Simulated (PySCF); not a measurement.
A structure optimised at B3LYP-D3(BJ)/def2-SVP, used in a PySCF frequency run:

```
N
C 1 1.4226
H 2 1.1033 1 110.31
H 2 1.1033 3 108.46 1 -120.91
H 2 1.1068 3 108.96 4 -118.48
Mo 1 1.7125 2 156.08 3 120.10
F 6 1.8601 1 107.49 2 -117.07
F 6 1.8601 1 107.49 2 117.07
S 6 2.1219 1 104.34 2 0.00
```

Write its SMILES, formula and point group.

C[N]=[Mo]([F])([F])=[S], CH3F2MoNS, Cs

What are its rotational constants (standard atomic weights)?

1.9945, 1.7041, 1.4154 GHz
